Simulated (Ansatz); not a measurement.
Consider the atomization: `C[CH2][Sn][Br]` → Br• + 2 C• + 5 H• + Sn•.

Gas-phase electronic energies from Ansatz, PBE0-D4/def2-TZVP geometries. CCSD(T)/CBS adds triple-zeta CCSD(T) − MP2 to the extrapolated MP2 energy (def2 sets, frozen cores). This one scheme is used for every species, atoms too. DFT in def2-TZVPP. HSE06 is defined as in plane-wave codes. No spin–orbit coupling; open shells (•) take unrestricted orbitals. Spin–orbit coupling would lower the free atoms: a little for C; clearly for Br; strongly for Sn. def2 core potentials past Kr. For Br, Sn outer-core shells are correlated without core-valence functions, so the limit isn't a true one: a few kJ/mol of doubt a bond, and 10 to 20 or more in all where bonds break to atoms. Scalar relativity is left out up to krypton. Each species was taken in one conformer, which may not be the lowest.

| level | ΔE (kJ/mol) | difference from CCSD(T)/CBS |
| --- | --- | --- |
| B97M-V | 3118.3 | -7.2 |
| BHLYP-D4 | 3035.7 | -89.8 |
| ωB97M-V | 3099.7 | -25.8 |
| BLYP | 3049.7 | -75.8 |
| r2SCANh | 3093.4 | -32.1 |
| r2SCAN0 | 3071.2 | -54.3 |
| HSE06 | 3103.1 | -22.4 |
| CAM-B3LYP | 3085.8 | -39.7 |
| LC-ωPBE | 3067.3 | -58.2 |
| HF/def2-TZVPP | 2292.6 | -832.9 |
| CCSD(T)/CBS | 3125.5 | 0 |

Largest T1 diagnostic among the species: 0.012.

In def2-TZVPP, CCSD(T) changes the Hartree–Fock value by +742.8 kJ/mol (the triples alone add +46.0 kJ/mol) and MP2 by +772.0 kJ/mol; breaking electron pairs costs correlation energy, which Hartree–Fock lacks. Leaving LDA and LC-ωPBE aside and taking each functional with its dispersion term where it has one, the values, not all of them listed here, spread over 127.4 kJ/mol, from BHLYP-D4 to PBE-D4. LDA lies +388.4 kJ/mol from PBE without D4, its usual overbinding. At CCSD(T), def2-SVP lies −184.4 kJ/mol from the extrapolated value and def2-TZVPP −90.1 kJ/mol: correlation converges slowly with the basis, and small sets miss more of it in the bonded molecule than in its fragments.

For atomizations the MP2-based limit and the directly extrapolated one differ by several kJ/mol either way, and by 10 to 25 for some Ge, Se and Sn compounds, so smaller differences from it don't rank the levels.
